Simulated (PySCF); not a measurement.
## A small calculation by hand: oscillator strength and radiative lifetime

ClGeH6NSi, SMILES N[Si@@H](Cl)[GeH3].

Geometry optimised at PBE0-D3(BJ)/def2-SVP. The structure was generated by enumeration; whether it is a known compound was not checked. One conformer was computed; it need not be the lowest.

TDA-PBE/def2-SVPD in PySCF puts the first singlet state with f over 0.02 at 6.32 eV (vertical), with the transition dipole (-0.257, 0.270, 0.255) in atomic units.

Find the oscillator strength, the wavelength and the radiative lifetime that this transition would have in vacuum if emission retraced absorption.


|μ|² = 0.2040 au, so |μ| = 1.15 D. ΔE = 6.32/27.211 = 0.2323 hartree. f = (2/3) ΔE |μ|² = 0.032 (the program prints 0.032).
λ = 1239.84/6.32 = 196 nm; ν = 50974 cm⁻¹.
Einstein's coefficient A = 0.6670 ν² f s⁻¹ (ν in cm⁻¹) = 5.5e7 s⁻¹, so τ = 1/A = 18 ns. This state is S4; the lower singlets have f = 0.016, 0.005, 0.019. The figure is the radiative limit of this one transition; relaxation, internal conversion, crossing to triplets and a medium change what is measured.
